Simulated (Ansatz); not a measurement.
Wavefunction ladder for `C=CN([SiH3])C=O`

```xyz
13

C     0.2932   -1.6469   -1.0958
C     0.5699   -0.3500   -1.0115
N     0.1248    0.5025    0.0059
Si   -0.8843   -0.0964    1.3196
C     0.5054    1.8298   -0.0588
O     1.1906    2.3128   -0.9220
H     0.6846   -2.2234   -1.9224
H    -0.3147   -2.1782   -0.3716
H     1.1805    0.1558   -1.7499
H    -1.1467    1.0749    2.1863
H    -2.1477   -0.6457    0.7730
H    -0.1635   -1.1563    2.0637
H     0.1079    2.4210    0.7835
```

Charge 0, multiplicity 1. Geometry: relaxed with PBE0-D4/def2-TZVP. It is one conformer, not always the lowest. Frozen core, restricted reference, the Gaussian-basis code of Ansatz. CBS rows extrapolate triple and quadruple zeta; past MP2 they add the triple-zeta difference.

```
     basis     HF (Eh)  MP2 corr.
def2-TZVPP  -536.03739   -1.03959
def2-QZVPP  -536.05777   -1.11243
```

Question: Estimate the CCSD correlation energy and the (T) correction in each basis where they were run (hartree).

Answer: 
| basis | CCSD corr. | (T) |
| --- | --- | --- |
| def2-TZVPP | -1.07988 | -0.04848 |
| CBS(def2) | -1.20668 | as TZ |
